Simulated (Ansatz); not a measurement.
Species: sum formula GeHBr₂, charge 0, multiplicity 2. It need not be the lowest isomer of its formula. 
Structure (B3LYP-D3(BJ)/def2-TZVP (Ansatz, an electronic-structure program) minimum search):
SMILES: [Br][GeH][Br]
```xyz
4

Br     1.9116    -0.3697    -0.1977
Ge    -0.0101     0.7737     0.4788
Br    -1.9020    -0.3986    -0.2317
H     -0.0136     2.1341    -0.2902
```
Charge 0, spin multiplicity 2.

Wanted: atomisation energy (electronic, to ground-state atoms), in kcal/mol. Correlated levels leave the core frozen unless marked. UHF or UKS for open shells. Spin-orbit coupling is left out. The frozen core is the preceding noble-gas configuration, with the filled d and f shells of earlier blocks. Non-relativistic. The coupled-cluster limit lacks core correlation, which all-electron functionals hold. CBS(X,Y): correlation extrapolated as X^-3; Hartree-Fock from the larger set (for Q and 5 zeta extrapolated as (X+1)exp(-9√X)).

| level | program | atomisation energy (kcal/mol) |
|---|---|---|
| PBE-D4/def2-TZVPD | Ansatz + dftd4 | 216.3 |

Q: What does CCSD(T)/CBS(cc-pVQZ,cc-pV5Z) (Ansatz) give?

A: 209.7 kcal/mol
